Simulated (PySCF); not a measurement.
C₂H₈InNO. Atoms are numbered in the order given.

```xyz
13

In     0.0452     0.0026     0.3135
C      0.6093    -0.9250    -1.5727
C     -0.1049    -0.3133    -2.7794
H      0.4120    -2.0049    -1.4834
H      1.7024    -0.8089    -1.6522
H      0.0794     0.7691    -2.8600
H     -1.1966    -0.4490    -2.7219
H      0.2344    -0.7798    -3.7213
O     -0.7626     1.8500     0.1350
H     -1.0772     2.2124     0.9739
N      0.0059    -0.7070     2.2381
H      0.0180    -0.0229     2.9929
H      0.6445    -1.4636     2.4765
```

Coordinates come from a B3LYP-D3(BJ)/def2-SVP optimisation. The def2 effective core potentials stand for the cores of In; spin–orbit coupling is left out. The values are those of a single conformer.

Method: PBE/def2-TZVP in PySCF.

Isolated molecule, no solvent.

Computed frontier levels, gap, dipole moment and polarisability:
The highest occupied level is -5.58 eV, the lowest empty level comes out as -1.60 eV and the orbital gap is 3.97 eV. The dipole moment is 2.12 D. The quadrupole, principal values (traceless, Buckingham form, about the centre of nuclear charge) is -7.69, 0.50, 7.19 D·Å and the mean static polarisability comes out as 77.4 bohr³ (11.47 Å³). The polarisability, principal values is 58.3, 74.0, 100.0 bohr³.
